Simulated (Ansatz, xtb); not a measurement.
**Ranking isomers of C6H10O2**

3 gas-phase structures of C6H10O2, from a drawn sample of its isomers (lower ones may exist). Each was relaxed with GFN2-xTB; where two conformers were screened, the lower at r2SCAN-D4/def2-SVP//GFN2-xTB is listed:

A. `CO[C@@H]1C[C@@H](C)C1=O`, a singlet
B. `CO[C@@H]1C[C@H](C)C1=O`, a singlet
C. `CO[C@@H]1CC(C)=C1O`, a singlet

Problem. Estimate their order in r2SCAN-D4/def2-SVP//GFN2-xTB energy at these geometries, lowest first.

Solution. Calculated order at r2SCAN-D4/def2-SVP//GFN2-xTB: B (0.0), A (1.0), C (13.7) kcal/mol. Less than 1 kcal/mol parts B and A, so the order within that pair means little.

Energies above the lowest of each column, in kcal/mol; the last columns are at r2SCAN-D4/def2-SVP geometries:

```csv
structure,GFN2-xTB,HF/STO-3G,r2SCAN-D4/def2-SVP//GFN2-xTB,r2SCAN-D4/def2-SVP,CCSD(T)/def2-SVP + ΔMP2/def2-TZVPP
B,0.0,0.0,0.0,0.0,0.0
A,0.2,0.2,1.0,1.7,1.2
C,11.3,22.7,13.7,13.5,12.5
```

Every level run on B puts it lowest or level with the lowest. Some further structures that were screened fall inside this span and aren't listed. Flexible structures stand in one conformer each, not always the lowest. ΔMP2 is the change of the MP2 energy from the smaller to the larger basis.

Programs: Ansatz 0.2.0, xtb 6.7.1.
